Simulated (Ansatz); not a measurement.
Reaction (atomization): `[BH3-][O+]([SiH3])[SiH3]` → B• + 9 H• + O• + 2 Si•

Calculated with Ansatz (gas phase, PBE0-D4/def2-TZVP geometries, no zero-point term in ΔE). CCSD(T)/CBS is the MP2 limit (def2-TZVPP, def2-QZVPP) plus CCSD(T) − MP2 in def2-TZVPP, frozen cores. This one scheme is used for every species, atoms too. DFT in def2-TZVPP. Open shells (•) are unrestricted, without spin–orbit coupling. Spin–orbit coupling would lower the free atoms: a little for B, O, Si.

CCSD(T)/CBS gives +4158.5 kJ/mol.

(1) Another level gave +4181.0 kJ/mol. Which?
A. BLYP/def2-TZVPP
B. CAM-B3LYP-D4/def2-TZVPP
C. r2SCAN0/def2-TZVPP
D. r2SCANh-D4/def2-TZVPP

(2) What do rigid-rotor, harmonic-oscillator terms from PBE0-D4/def2-TZVP frequencies (298.15 K, 1 bar) make of the CCSD(T)/CBS value? (Estimate.)

Largest T1 diagnostic among the species: 0.014.

Results:

(1) B. CAM-B3LYP-D4 4181.0, r2SCANh-D4 4133.1, r2SCAN0 4107.5, BLYP 4048.7 kJ/mol.

(2) Ansatz gave: ΔZPE = -228.0 kJ/mol, ΔH = +3987.7 kJ/mol, ΔS = 1326 J/(mol·K), ΔG = +3592.5 kJ/mol. Open shells count their whole term as degenerate.

Leaving LDA and LC-ωPBE aside and taking each functional with its dispersion term where it has one, the values, not all of them listed here, spread over 145.9 kJ/mol, from revPBE-D4 to CAM-B3LYP-D4. LDA lies +513.7 kJ/mol from PBE without D4, its usual overbinding. In def2-TZVPP, CCSD(T) changes the Hartree–Fock value by +870.5 kJ/mol (the triples alone add +33.6 kJ/mol) and MP2 by +869.8 kJ/mol; breaking electron pairs costs correlation energy, which Hartree–Fock lacks.

For atomizations the MP2-based limit and the directly extrapolated one differ by several kJ/mol either way, and by 10 to 25 for some Ge, Se and Sn compounds, so smaller differences from it don't rank the levels.
